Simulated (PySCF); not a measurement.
```xyz
3
charge 0 multiplicity 3, angstrom
Te    0.7580   -1.3128    0.0000
Te   -1.7519   -0.1363    0.0000
Te    0.9939    1.4491    0.0000
```

All numbers come from UB3LYP/[Te def2-TZVP with ECP28], scalar-relativistic core potentials, density fitting, no spin–orbit coupling, PySCF.

This geometry of Te3 is a stationary point at this level.

Q: What is the point group?

A: C2v.

Q: Is it a minimum?

A: Yes: all harmonic wavenumbers are real.

Q: List the harmonic modes with their infrared intensities.

A: 
```
symmetry  ω (cm⁻¹)  IR (km/mol)
      a1        94          0.2
      a1       207          0.0
      b2       234          113
```

In C2v the vibrations span 2a1 + b2. Here b1 is antisymmetric to the molecular plane and b2 lies in it.

Only a few start shapes were tried, so a lower isomer may exist. At this level a singlet minimum of D3h symmetry lies 99 kJ/mol below this structure. With an element this heavy the missing spin–orbit coupling can shift these numbers.
